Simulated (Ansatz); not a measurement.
`[NH2][GeH2][CH2]O`. Total charge 0; spin multiplicity 1. All single points use the PBE0-D4/def2-TZVP geometry. It is one conformer, not always the lowest.

```xyz
11

N    -0.086    1.082   -1.134
Ge    0.344    0.636    0.619
C    -0.246   -1.246    0.632
O    -0.022   -1.783   -0.651
H    -0.972    1.556   -1.245
H     0.621    1.621   -1.614
H    -0.384    1.531    1.644
H     1.869    0.790    0.751
H     0.320   -1.832    1.361
H    -1.306   -1.300    0.919
H    -0.137   -1.054   -1.282
```

Task: What is the dipole moment at B3LYP/def2-TZVPP? (Best estimate.)

Result: Ansatz gave: 2.60 D, with components (-0.40, 2.53, 0.41) D in this frame, pointing from negative to positive charge.

Task: And with PBE, r2SCAN, ωB97M-V? (Estimate.)

Result: Computed: PBE 2.46 D, r2SCAN 2.51 D, ωB97M-V 2.66 D.

Task: Give the Mulliken charges with B3LYP, PBE, r2SCAN in def2-TZVPP. (An estimate is asked.)

Result: The calculation gave: 
| atom | B3LYP | PBE | r2SCAN |
| --- | --- | --- | --- |
| N1 | -0.46 | -0.45 | -0.50 |
| Ge2 | 0.25 | 0.20 | 0.25 |
| C3 | -0.06 | -0.07 | 0.03 |
| O4 | -0.35 | -0.31 | -0.36 |
| H5 | 0.14 | 0.15 | 0.16 |
| H6 | 0.14 | 0.16 | 0.16 |
| H7 | -0.03 | -0.03 | -0.03 |
| H8 | -0.01 | -0.02 | -0.02 |
| H9 | 0.09 | 0.09 | 0.06 |
| H10 | 0.08 | 0.08 | 0.05 |
| H11 | 0.20 | 0.19 | 0.21 |

B3LYP here is the variant with VWN-RPA as its local correlation; programs differ in this.
